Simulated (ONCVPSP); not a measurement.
# Which setting gave this result? (iron (Fe), ONCV)

Base potential:

- Element: Fe
- Generator: ONCVPSP 4.0.1
- Type: optimised norm-conserving Vanderbilt (ONCV)
- Functional: PBEsol
- Relativity: scalar-relativistic
- Frozen core: [Ne]
- Valence charge: 16
- Reference configuration: 3s2 3p6 3d6 4s1.75 4p0.25
- Partial waves: 3s+4s: rc 1.15 bohr, ncon 4, nbas 7, qcut 9.8 1/bohr, 2 projectors; 3p+4p: rc 1.75 bohr, ncon 4, nbas 8, qcut 10 1/bohr, 3 projectors, debl 0.4 Ha; 3d: rc 1.45 bohr, ncon 4, nbas 8, qcut 11 1/bohr, 3 projectors, debl 0.8 Ha; f scattering state at 0.38 Ha: rc 1.90 bohr, ncon 4, nbas 7, qcut 5.2 1/bohr, 2 projectors, debl 1.2 Ha
- Local potential: polynomial inside 0.75 bohr (lpopt 5, dvloc0 3 Ha)
- Core correction: Teter function, fcfact 3.25, rcfact 1.4

Cutoffs, loose and tight: the cutoffs (Ha) at which the residual kinetic energy of the hardest occupied pseudo-wave falls to 1 and 0.1 mHa per electron. They do not see the model core or the augmentation charge, which bear on the density cutoff. Test errors are all-electron minus pseudo excitation energies from the reference, over the configurations 3s2 3p6 3d6 4s2 4p0; 3s2 3p6 3d6 4s1 4p0; 3s2 3p6 3d6 4s0 4p0; 3s2 3p6 3d7 4s1 4p0; variants that change the core or the reference have their own tests.

Only the scale of all radii but the core radius (base = 1) is moved (1 further runs of the sweep failed or gave no value and are left out):

| scale of all radii but the core radius (base = 1) | cutoff, loose | cutoff, tight | bound ghosts | largest test error (meV) |
| --- | --- | --- | --- | --- |
| 0.79 | 62 Ha | 155 Ha | d | +2.9 over the solved tests; 1 of 4 tests not solved or not reliable |
| 0.85 | 53 Ha | 113 Ha | none | +4.4 over the solved tests; 1 of 4 tests not solved or not reliable |
| 0.97 | 48 Ha | 54 Ha | p | 3 of 4 tests not solved or not reliable |
| 1 | 47 Ha | 52 Ha | none | +9.4 over the solved tests; 1 of 4 tests not solved or not reliable |
| 1.09 | 44 Ha | 49 Ha | none | +14 over the solved tests; 1 of 4 tests not solved or not reliable |
| 1.13 | 42 Ha | 48 Ha | none | +16 over the solved tests; 1 of 4 tests not solved or not reliable |
| 1.21 | 39 Ha | 45 Ha | none | +23 over the solved tests; 1 of 4 tests not solved or not reliable |
| 1.24 | 38 Ha | 44 Ha | none | +25 over the solved tests; 1 of 4 tests not solved or not reliable |

Problem. One more run gave cutoff, loose: 51 Ha; cutoff, tight: 68 Ha; bound ghosts: none; largest test error (meV): +5.9 over the solved tests; 1 of 4 tests not solved or not reliable. Which value of the scale of all radii but the core radius (base = 1) was used?

Solution. 0.91. The loose cutoff moves one way along this sweep, from 62 Ha at 0.79 to 38 Ha at 1.24, which places the run between 0.85 and 0.97.
